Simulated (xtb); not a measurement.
C2H8O3Si, SMILES COC[SiH](O)O. All values are semi-empirical tight-binding results from xtb (GFN2-xTB unless named), good for trends rather than for accurate numbers. The structure is a stationary point at GFN2-xTB. Other conformers were not sampled.

Computed properties:
| Item | Value |
|---|---|
| orbital gap | 7.08 eV |
| dipole moment | 0.59 D |
| zero-point energy | 65.2 kcal/mol |
| G − E(el) at 298.15 K (modified RRHO) | 44.1 kcal/mol |
| static polarisability (D4 model) | 71.5 bohr³ |
| solvation energy, GFN2-xTB/ALPB(water) | -8.3 kcal/mol |
| solvation energy, GFN2-xTB/ALPB(thf) | -11.3 kcal/mol |
